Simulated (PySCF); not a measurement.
## Ba: excitation energy

Ba [Xe] 6s2 (1S) → Ba [Xe] 6s1 7s1 (3S), as a difference of total energies. Calculation: PySCF 2.14, in aug-cc-pVTZ-X2C (9s8p6d3f, 84 functions); scalar relativity by spin-free X2C-1e. Correlated levels: valence: [Xe] frozen. The calculations carry no spin-orbit coupling.

| method | excitation energy (cm⁻¹) |
| --- | --- |
| UHF | 19958 |
| MP2 (valence) | 23289 |
| SCS-MP2 (valence) | 24347 |
| CCSD (valence) | 24217 |

The promoted electron is Rydberg-like, and one or two diffuse shells describe it only roughly, which tends to raise the upper state.

With two correlated electrons CCSD is exact in that space.
